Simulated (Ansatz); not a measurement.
`[CH2][Al]([CH3])[Br]` radical. The species carries charge 0 and has multiplicity 2. All single points use the PBE0-D4/def2-TZVP geometry.

```xyz
9

C    -0.241   -0.989    1.635
Al    0.035   -0.544   -0.208
C     0.132    1.252   -0.935
Br    0.264   -2.295   -1.636
H    -0.289   -2.010    2.008
H    -0.367   -0.252    2.426
H     1.103    1.424   -1.411
H    -0.626    1.399   -1.710
H    -0.011    2.016   -0.168
```

Question: What is the dipole moment at r2SCAN/def2-TZVPP? (Estimate.)

Answer: Computed: 2.17 D, with components (-0.23, 1.61, 1.44) D in this frame, pointing from negative to positive charge.

Question: And with PBE, B3LYP, ωB97M-V? (Estimate.)

Answer: Computed: PBE 2.09 D, B3LYP 2.16 D, ωB97M-V 2.21 D.

Question: Give the Mulliken charges with r2SCAN, ωB97M-V, B3LYP in def2-TZVPP. (Estimate.)

Answer: Computed: 
```json
{"atom": "C1", "r2SCAN": "-0.39", "ωB97M-V": "-0.46", "B3LYP": "-0.40"}
{"atom": "Al2", "r2SCAN": "0.63", "ωB97M-V": "0.59", "B3LYP": "0.57"}
{"atom": "C3", "r2SCAN": "-0.38", "ωB97M-V": "-0.51", "B3LYP": "-0.43"}
{"atom": "Br4", "r2SCAN": "-0.27", "ωB97M-V": "-0.25", "B3LYP": "-0.27"}
{"atom": "H5", "r2SCAN": "0.11", "ωB97M-V": "0.15", "B3LYP": "0.13"}
{"atom": "H6", "r2SCAN": "0.10", "ωB97M-V": "0.14", "B3LYP": "0.12"}
{"atom": "H7", "r2SCAN": "0.07", "ωB97M-V": "0.11", "B3LYP": "0.10"}
{"atom": "H8", "r2SCAN": "0.07", "ωB97M-V": "0.12", "B3LYP": "0.10"}
{"atom": "H9", "r2SCAN": "0.07", "ωB97M-V": "0.11", "B3LYP": "0.10"}
```

B3LYP here is the variant with VWN-RPA as its local correlation; programs differ in this.
